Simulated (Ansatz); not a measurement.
`[CH3][Al]([CH3])[SnH3]` → `[CH3][AlH][SnH3]` + `[CH2]` (triplet)  (formal loss of a carbene)

Program: Ansatz. Geometries: PBE0-D4/def2-TZVP. ΔE: electronic, gas phase. CCSD(T)/CBS is the MP2 limit (def2-TZVPP, def2-QZVPP) plus CCSD(T) − MP2 in def2-TZVPP, frozen cores. This one scheme is used for every species. Triplets are unrestricted, without spin–orbit coupling. def2 core potentials past Kr. For Sn outer-core shells are correlated without core-valence functions, which leaves a few kJ/mol of doubt a bond.

| species | SCS-MP2/def2-TZVPP energy (Eh) |
| --- | --- |
| `[CH3][Al]([CH3])[SnH3]` | -537.04467 |
| `[CH3][AlH][SnH3]` | -497.80507 |
| `[CH2]` (triplet) | -39.05647 |

Task: Work out ΔE.

Result: ΔE = (-497.80507) + (-39.05647) − (-537.04467) = 0.18313 Eh = +480.8 kJ/mol. CCSD(T)/CBS gives +482.1 kJ/mol.

Largest T1 diagnostic among the species: 0.013.

From PBE to PBE0 (25 % exact exchange), in def2-TZVPP and without D4, ΔE moves by −9.2 kJ/mol. The D4 term adds +9.3 kJ/mol with B3LYP and +5.2 kJ/mol with PBE0; it sums over pairs of atoms, weighted by their polarisabilities, and B3LYP, whose exchange is more repulsive, gets the larger term.

B3LYP here is the variant with VWN-RPA as its local correlation; programs differ in this.
